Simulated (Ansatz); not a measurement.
GaH3 (SMILES [GaH3]) moved off its minimum; all values from Ansatz (a first-principles code), cores frozen in correlated methods.
(charge 0, multiplicity 1)
```xyz
4

Ga    -0.04118    -0.07228    -0.05053
H      0.72471    -0.31080     1.42145
H     -0.41792     1.53048    -0.25767
H     -0.30585    -1.11385    -1.10066
```

Forces at HF/def2-TZVPP (eV/Å):

```tsv
atom	Fx	Fy	Fz
Ga1	0.665	1.949	1.832
H2	-0.566	-0.107	-1.096
H3	0.106	-1.009	-0.039
H4	-0.205	-0.833	-0.697
```

Give the forces (eV/Å), the total energy and the dipole at CCSD(T)/aug-cc-pVTZ.


```
atom      Fx      Fy      Fz
----  ------  ------  ------
Ga1    0.627   1.860   1.772
H2    -0.472  -0.104  -0.914
H3     0.077  -0.821  -0.043
H4    -0.232  -0.935  -0.816
```
Energy -1925.1135 hartree, dipole 0.68 D.
